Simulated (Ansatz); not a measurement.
```yaml
crystal:
  periodic: [false, false, false]
  atoms:
    - {symbol: B, position_ang: [-0.509360, 2.661168, -1.409015]}
    - {symbol: C, position_ang: [2.299765, 0.735297, -0.897589]}
    - {symbol: N, position_ang: [1.951445, -1.662229, 0.533036]}
    - {symbol: C, position_ang: [-0.989393, -2.185203, 1.436502]}
    - {symbol: S, position_ang: [-3.454066, 0.789648, 0.259417]}
    - {symbol: H, position_ang: [-0.744764, 4.946813, -2.655803]}
    - {symbol: H, position_ang: [4.521071, 1.242938, -1.644075]}
    - {symbol: H, position_ang: [-1.783359, -4.257899, 0.506649]}
    - {symbol: H, position_ang: [-1.096642, -2.372612, 3.833260]}
basis:
  gaussian: {orbitals: 6-31G, fitting: {mean_field: def2-universal-jkfit}}
hamiltonian: {xc: {name: B2GP-PLYP}}
```

```sh
$ ansatz run in.yaml --threads 2 --pin off --events-out ev --progress --plain --max-ram 4352MiB
```

Shortened log:

```
Functional definition: B2GP-PLYP
502 factors; integrals over basis functions are off by at most 1.7e-1 eV
mean field evaluation 1: about -15010.2262 eV, gradient 1.1e2 eV
mean field evaluation 2: about -15010.2263 eV, gradient 1.1e2 eV
mean field evaluation 4: about -14969.2587 eV, gradient 8.8e1 eV
mean field evaluation 8: about -15074.6052 eV, gradient 1.7e1 eV
mean field evaluation 16: about -15076.5676 eV, gradient 3.4e-2 eV
mean field evaluation 32: about -15076.5662 eV, gradient 1.8e-2 eV
mean field evaluation 128: about -15076.5578 eV, gradient 4.8e-2 eV
mean field -15076.56759844 eV, -554.0536399780 hartree, gradient 4.1e-8 eV, S^2 0.000000; 8 other end points of the search recorded, 0 dependent functions left out; unrestricted orbitals would lower it
9 core orbitals not correlated: weight in the atoms' cores, before any rotation towards them, 1.000 or more for the frozen orbitals, at most 0.000 for the correlated occupied ones
reference -15076.56780782 eV, -554.0536476725 hartree; 13, 13 occupied and 35, 35 virtual orbitals, 502 factors
second order -18.77756800 eV of doubles, -0.00000000 eV of singles
Total energy: -15083.32773230 eV, -554.3020703151 hartree
```

Something in this input is off. What?

The geometry is stretched to more than twice its size. The run converged. The result belongs to that input, not to the molecule as meant.
